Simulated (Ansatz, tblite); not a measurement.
Cost and result up the ladder for the cluster Sn₉O (the lowest singlet isomer of a short search) (10 atoms). Total charge 0; singlet. Geometry: PBE-D4/def2-SVP.

```xyz
10

O     1.002   -1.374    2.897
Sn    1.760   -2.508    1.339
Sn   -0.650    0.903    0.647
Sn   -1.754    2.473   -1.728
Sn    1.954   -0.179   -0.603
Sn   -0.075    0.082   -3.022
Sn   -0.074    0.212    3.460
Sn    1.206    2.583   -1.201
Sn   -0.510   -1.916   -0.597
Sn   -2.858   -0.276   -1.193
```

Ansatz on 4 threads of AMD EPYC 9R45 on a shared host; xTB runs through tblite on one thread. Times are rough, summed over both states, and most runs start from the orbitals of an earlier one. PBE0-D4/def2-SVP serves as the yardstick here, not as an exact answer. The other state is a triplet.

In the def2 sets Sn takes a core potential; there is no spin–orbit coupling. The xTB rows come from tblite. The structure comes from a short search, and lower isomers may exist.

xTB has no spin-polarisation term.

```tsv
level	functions	vertical triplet (eV)	difference from PBE0-D4/def2-SVP (eV)
r2SCAN-D4/def2-SVP	248	0.91	-0.14
PBE0-D4/def2-SVP (with forces)	248	1.04	0.00
GFN2-xTB	85	1.62	0.57
PBE-D4/def2-SVP	248	0.94	-0.10
GFN1-xTB	85	1.28	0.24
```

(1) Estimate how long each takes.

Results:

(1) GFN1-xTB 0.046 s; GFN2-xTB 0.11 s; PBE-D4/def2-SVP 10 s; r2SCAN-D4/def2-SVP 23 s; PBE0-D4/def2-SVP (with forces) 34 s. On shared hardware such times vary by a factor of up to 3.
